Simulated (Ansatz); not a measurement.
A nudged elastic band was laid between two geometries of a periodic cell of 19 atoms, KC$_{18}$ (surface graphene monolayer, adsorbate K).

Method: Ansatz 0.2.0, DFT PBE, scalar-relativistic, plane waves, PAW. Settings: cutoff 420 eV, k mesh 2x2x1, gaussian smearing 0.05 eV, spin collinear.

```
movable images  : 5
climbing image  : yes
spring          : 5.0 eV/Å²
optimiser       : quadratic models (default)
start path      : IDPP
force threshold : 0.03 eV/Å
iteration limit : 39
end points      : relaxed
```

Initial state:

```xyz
19
Lattice="7.3980 0.0000 0.0000 -3.6990 6.4069 0.0000 0.0000 0.0000 12.0000" Properties=species:S:1:pos:R:3
C -0.020 -0.018 1.019
C 1.212 0.694 0.991
C -1.251 2.119 1.022
C -0.020 2.832 1.019
C -2.484 4.255 1.022
C -1.251 4.964 1.019
C 2.448 -0.020 0.991
C 3.684 0.694 0.991
C 1.212 2.121 0.991
C 2.448 2.834 0.991
C -0.018 4.255 1.022
C 1.215 4.966 1.022
C 4.917 -0.018 1.019
C 6.147 0.696 1.022
C 3.684 2.121 0.991
C 4.917 2.832 1.018
C 2.448 4.257 1.018
C 3.681 4.966 1.022
K 2.451 1.410 3.503
```

Final state:

```xyz
19
Lattice="7.3980 0.0000 0.0000 -3.6990 6.4069 0.0000 0.0000 0.0000 12.0000" Properties=species:S:1:pos:R:3
C -0.018 -0.014 1.018
C 1.215 0.695 1.022
C -1.248 2.118 1.019
C -0.018 2.831 1.022
C -2.481 4.256 0.991
C -1.248 4.968 1.018
C 2.448 -0.016 1.022
C 3.681 0.692 1.019
C 1.213 2.118 1.019
C 2.445 2.829 0.991
C -0.018 4.254 1.022
C 1.213 4.968 1.019
C 4.914 -0.016 1.022
C 6.147 0.695 1.022
C 3.681 2.116 0.991
C 4.917 2.829 0.991
C 2.445 4.256 0.991
C 3.681 4.970 0.991
K 3.684 3.545 3.503
```

Problem. What changes between the two ends?

Solution. Contacts lost: C2–K19, C7–K19, C8–K19, C9–K19. Contacts made: C5–K19, C16–K19, C17–K19, C18–K19. The atom that moves furthest is K19, by 2.47 Å.

Problem. Give the energies along the band, and the barrier.

Solution. The run converged. The highest image is number 3 of 0 to 6, 0.089 eV above the ends, which have the same energy within 2 meV. By the program's own check the climbing image is a first-order saddle point (lowest curvatures found: -0.27 and 2.76 eV/Å²). Limits of this set-up: slab without dipole correction.

| image | path coordinate (Å) | energy (eV) | C2–K19 (Å) | C7–K19 (Å) | C8–K19 (Å) |
| --- | --- | --- | --- | --- | --- |
| 0 | 0.00 | 0.000 | 2.89 | 2.89 | 2.89 |
| 1 | 0.41 | 0.024 | 3.09 | 3.06 | 2.90 |
| 2 | 0.81 | 0.068 | 3.35 | 3.30 | 2.98 |
| 3 | 1.22 | 0.089 | 3.64 | 3.57 | 3.11 |
| 4 | 1.62 | 0.068 | 3.92 | 3.87 | 3.30 |
| 5 | 2.03 | 0.023 | 4.21 | 4.18 | 3.52 |
| 6 | 2.44 | 0.000 | 4.51 | 4.51 | 3.78 |

Problem. What is the geometry of the highest image?

Solution. 
```xyz
19
Lattice="7.3980 0.0000 0.0000 -3.6990 6.4069 0.0000 0.0000 0.0000 12.0000" Properties=species:S:1:pos:R:3
C -0.025 -0.012 1.035
C 1.207 0.699 1.026
C -1.256 2.122 1.021
C -0.026 2.836 1.025
C -2.490 4.260 1.023
C -1.257 4.971 1.034
C 2.441 -0.014 1.023
C 3.675 0.698 0.988
C 1.206 2.123 1.000
C 2.439 2.837 0.938
C -0.025 4.259 1.023
C 1.207 4.971 1.025
C 4.909 -0.013 1.021
C 6.141 0.699 1.023
C 3.676 2.122 0.921
C 4.909 2.835 0.988
C 2.440 4.261 1.000
C 3.674 4.972 1.026
K 3.194 2.401 3.549
```

The band took 4 iterations and about 5 core-minutes.

Run time: 3 min on 2 threads of Arm Neoverse V2 (shared host), peak memory 1.8 GiB.
